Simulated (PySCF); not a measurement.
## Polarisability and C₆ of Ru (ruthenium, neutral)

[Kr] 4d6 5s1 5p1, one real determinant (an excited configuration). Computed with PySCF 2.14 in def2-QZVPPD with the def2 core potential (28 electrons), with scalar relativity through the core potential. Coupled (time-dependent) response in atomic units; α is the mean over directions.

```tsv
method	mean α (bohr³)	α xx, yy, zz	C₆ (like pair)	S(−4)
UHF	71.73	65.47, 65.47, 84.26	806.5	2354
PBE	74.58	57.92, 57.92, 107.9	837.4	3071
PBE0	72.92	59.28, 59.28, 100.2	818.4	2729
```

S(−4) is the Cauchy moment in α(ω) = α(0) + S(−4) ω² + …

Spin-orbit coupling is absent.

α(iu) at PBE0:

```
u (hartree)  α(iu) (bohr³)
          0          72.92
     0.0500          66.97
      0.100          55.27
      0.200          35.64
      0.300          24.19
      0.500          13.60
      0.750          8.378
       1.00          5.886
       1.50          3.490
       2.00          2.338
       3.00          1.259
       5.00         0.5285
```

A single London oscillator, α(iu) = α/(1 + u²/ω²), gives C₆ = (3/4) ω α². Matching the computed C₆ needs ω = 4 × 818.4 / (3 × 72.92²) = 0.205 hartree.

The components differ because the open shell of this determinant is not spherical; for a pure term their mean is the scalar polarisability.

⟨L²⟩ = 8.07 against 12 for a pure F term, so this real determinant mixes terms. Energies and moments cover only the electrons outside the core potential.
